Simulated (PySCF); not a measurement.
A PySCF script (with the pyscf-properties extension) for the NMR shieldings of `[SiH2](B)SC`, CH₇BSSi, on a GFN2-xTB geometry:

```python
import basis_set_exchange as bse
import numpy as np
from pyscf import gto, dft
from pyscf.prop import nmr

atoms = """
B    -2.522476    0.118302   -0.336488
Si   -0.785654   -0.486726    0.292263
S     0.594088    1.092112   -0.285028
C     2.163194    0.346787    0.248919
H    -2.925383   -0.176453   -1.393103
H    -3.202098    0.806371    0.319659
H    -0.544505   -0.647169    1.735864
H    -0.178607   -1.693729   -0.292596
H     2.131795    0.157288    1.317074
H     2.944666    1.062900    0.017970
H     2.330404   -0.577010   -0.295706
"""
names = dict.fromkeys(["B", "Si", "S", "C", "H"], "pcSseg-1")
basis = {el: gto.basis.parse(bse.get_basis(n, elements=[el], fmt="nwchem")) for el, n in names.items()}
mol = gto.M(atom=atoms, basis=basis, charge=0, verbose=0)
mf = dft.RKS(mol, xc="PBE0")
mf.grids.level = 2
mf.grids.alignment = dft.numint.BLKSIZE   # the property module wants whole blocks of grid points
mf.conv_tol = 1e-9
mf.kernel()

calc = nmr.RKS(mf)   # GIAO
C = mf.mo_coeff
Co = C[:, mf.mo_occ > 0]
resp = mf.gen_response(singlet=True, hermi=2)
def vind(x):   # induced exchange potential for any number of trial vectors
    d = np.einsum("pi,xij,qj->xpq", C, 2 * x.reshape(-1, C.shape[1], Co.shape[1]), Co, optimize=True)
    return np.einsum("xpq,pi,qj->xij", resp(d - d.transpose(0, 2, 1)), C, Co, optimize=True).ravel()
mo1, _ = nmr.rhf.solve_mo1(calc, with_cphf=vind)
sigma = calc.kernel(mo1)
for i, s in enumerate(sigma):   # ppm
    print("%2d %-2s %9.2f" % (i, mol.atom_pure_symbol(i), np.trace(s) / 3))
```

Task: What are the results?

Result: 
```
 0 B     -13.06
 1 Si    402.42
 2 S     752.27
 3 C     168.69
 4 H      21.21
 5 H      21.24
 6 H      26.92
 7 H      27.00
 8 H      29.64
 9 H      29.51
10 H      29.66
```

These numbers come from an equivalent density-fitted implementation of the same equations, which agrees with the script to about 0.01 ppm for H and up to a few tenths of a ppm for heavy atoms, so last digits may differ.

Size and cost of the density-fitted run: 117 basis functions, 9.3 s wall time on 1 thread of an Arm Neoverse V1, shared host; peak memory 0.55 GiB.
